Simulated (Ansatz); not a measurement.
Several settings on one geometry of (F)2Al-O-SiH3 (AlSiOF₂H₃) (that of the charge 0 singlet, PBE0-D4/def2-SVP). Ansatz on 4 threads of Arm Neoverse N1 on a shared host; times are rough.

```xyz
8

Al    1.542    0.986   -0.235
F     1.893    2.264    0.746
F     2.614    0.621   -1.432
O     0.148    0.093   -0.022
Si   -1.233   -0.788    0.187
H    -2.304    0.076    0.765
H    -0.965   -1.925    1.117
H    -1.695   -1.327   -1.126
```

Totals from different functionals, basis sets or treatments of relativity can't be compared as stabilities.

B3LYP takes the VWN-RPA correlation. Correlated methods freeze 13 core orbitals.

(1) Give the basis size and estimate the energy, ⟨S²⟩, dipole and time of these runs.

| run | method | charge | state | further keys |
| --- | --- | --- | --- | --- |
| 1 | RKS rPW86-PBE/STO-3G | 0 | singlet | scf: {omitted_lower_state_checks: [starts]}; forces asked |
| 2 | RKS B2GP-PLYP/def2-mTZVP | 0 | singlet | scf: {omitted_lower_state_checks: [starts]}; forces asked |
| 3 | RKS B3LYP-D4/STO-3G | 0 | singlet | accuracy: high; scf: {omitted_lower_state_checks: [starts]}; forces asked |
| 4 | RKS revPBE/def2-SVP | 0 | singlet | scf: {omitted_lower_state_checks: [starts]}; forces asked |

Answers

(1) 
| run | functions | energy (Eh) | ⟨S²⟩ | dipole (D) | wall time |
| --- | --- | --- | --- | --- | --- |
| 1 | 36 | -799.4596 | – | 0.01 | 1.6 s |
| 2 | 115 | -808.4199 | – | 1.64 | 6.5 s |
| 3 | 36 | -798.5290 | – | 0.27 | 1.8 s |
| 4 | 93 | -808.2650 | – | 1.26 | 1.2 s |
